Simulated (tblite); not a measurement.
BF2GeH2 (doublet state).
Numbering: `[F:1][B:2]([F:3])[GeH2:4]` (hydrogens: H5, H6 on Ge4)

Computed with GFN2-xTB (tblite), gas phase: L-BFGS steps from a force-field or distance-geometry start until the largest atomic force falls under 0.01 eV/Å.

Geometry at step 2:
```
atom  x, y, z in Å
F1     -1.6961   -1.1202    0.2735
B2     -1.0248   -0.0604    0.0300
F3     -1.5718    1.0255   -0.3984
Ge4     0.9920   -0.0464    0.4263
H5      1.6994   -1.1193   -0.4221
H6      1.6044    1.3228    0.0690
```

Q: Give the atomic forces at this geometry.

A: 
| atom | Fx (eV/Å) | Fy (eV/Å) | Fz (eV/Å) |
| --- | --- | --- | --- |
| F1 | -1.415 | -1.140 | 0.152 |
| B2 | 2.619 | 0.300 | 0.084 |
| F3 | -1.065 | 0.831 | -0.273 |
| Ge4 | -0.231 | -0.026 | 0.228 |
| H5 | 0.036 | 0.326 | 0.034 |
| H6 | 0.057 | -0.291 | -0.226 |

The largest, 2.64 eV/Å, acts on B2; the rms over all components is 0.834 eV/Å. The forces sum to zero within rounding, as they must for an isolated molecule in no field.

Q: Give the force on B2 in Eh/bohr and in nN.

A: 2.637 eV/Å ÷ 51.422 = 0.05129 Eh/bohr, and 2.637 eV/Å × 1.602 = 4.23 nN.

Q: How far is this geometry from the end of the optimisation?

A: 0.186 eV above it, and 0.258 Å rms away after alignment. The bonds farthest from their final lengths, with half the difference of the two atoms' forces along the bond (positive lengthens):

```tsv
bond	now (Å)	final (Å)	force along bond (eV/Å)
B2–Ge4	2.055	2.006	-1.39
F1–B2	1.278	1.319	+1.66
B2–F3	1.289	1.319	+1.06
Ge4–H6	1.542	1.521	-0.01
Ge4–H5	1.540	1.520	-0.01
```

The angle farthest from its final value is F1–B2–F3, 122.6° against 114.6°.

Of the 5 listed bonds off by 0.010 Å or more, this force points towards the final length in 5.

What follows is the cost of the whole relaxation. On one thread, Arm Neoverse V1 (aarch64), no GPU, shared host with 32 logical CPUs at a one-minute load of 9.6, this took 0.14 s wall.
